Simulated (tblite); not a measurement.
Isomers of C4H7F3SSi. Computed values, GFN2-xTB/tblite, gas phase, harmonic and unscaled. This tight-binding method is rough: wavenumbers can miss measured ones by several per cent, in bad cases by 10 to 20. Modes of hydrogen on silicon can be 10 to 20 % off. One conformer each.

Electronic energies: GFN2-xTB at the same geometries; isomer energies are rough at this level and their order can be wrong.

```
                   SMILES  electronic energy, lowest = 0 (kcal/mol)
FC(F)(F)S[C@@H]1CC[SiH2]1                                      27.0
     FC(F)(F)[SiH2]SC1CC1                                      10.5
    C=C(CC(F)(F)F)S[SiH3]                                       0.0
```

**Question.** How do GFN2-xTB zero-point energies change the relative energies?

**Answer.** 
```csv
SMILES,ZPE (kcal/mol),of it from modes above 1550 cm⁻¹,electronic (kcal/mol),"with ZPE, lowest = 0 (kcal/mol)",lowest mode (cm⁻¹),rings
C=C(CC(F)(F)F)S[SiH3],62.0,29.9,0.0,0.0,18,0
FC(F)(F)[SiH2]SC1CC1,64.1,28.9,10.5,12.6,29,1
FC(F)(F)S[C@@H]1CC[SiH2]1,64.2,28.1,27.0,29.3,44,1
```

The zero-point energies span 2.2 kcal/mol, from `C=C(CC(F)(F)F)S[SiH3]` to `FC(F)(F)S[C@@H]1CC[SiH2]1`. The order is unchanged.
